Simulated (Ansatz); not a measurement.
Ideal-gas functions of `[CH3][SnH]([F])[Cl]` at 800 K and 1 bar, from an Ansatz frequency run at PBE0-D4/def2-TZVP.

Molar mass 189.2 g/mol, point group C1 (symmetry number 1), electronic degeneracy 1, moments of inertia 121.174, 221.26, 281.864 u Å². Harmonic wavenumbers (cm⁻¹, unscaled): 59, 121, 148, 154, 377, 539, 554, 568, 623, 782, 791, 1231, 1445, 1447, 1978, 3076, 3179, 3183.

Use S(trans) = R[1.5 ln M + 2.5 ln T − 1.1517]; rotational temperatures θ = 24.2544 K / I; S(rot) = R[ln(√π/σ · √(T³/θAθBθC)) + 1.5]; for each mode x = 1.438777 ν̃/T, S = R[x/(eˣ − 1) − ln(1 − e⁻ˣ)] and H = RT x/(eˣ − 1); 1 cm⁻¹ = 0.0119627 kJ/mol; R = 8.31446 J/(mol·K).

Question: By hand: the entropy, in J/(mol·K).

Answer: Translation 194.8. Rotation: θ = 0.2002, 0.1096, 0.0861 K, giving 126.7. Vibration, mode by mode: 26.97, 21.01, 19.34, 19.02, 11.70, 8.89, 8.68, 8.49, 7.79, 6.13, 6.05, 3.22, 2.38, 2.37, 1.11, 0.22, 0.18, 0.18, in all 153.7. Electronic 0.0. Sum 475.2 J/(mol·K).

Question: By hand: H − E and G − E in kJ/mol, counted from the electronic energy.

Answer: Zero-point energy ½ × 20255 × 0.0119627 = 121.2; thermal vibration 55.4; translation, rotation and pV give 4 RT = 26.6. H − E = 203.2 kJ/mol, and G − E = 203.2 − 800 × 475.2/1000 = -177.0 kJ/mol.

Vibration gives 32 % of the entropy, 67.3 J/(mol·K) of it from the modes under 150 cm⁻¹: soft modes count most, and the harmonic formula is weakest for them. The sum counts one conformer and one mirror image; others add a mixing term.
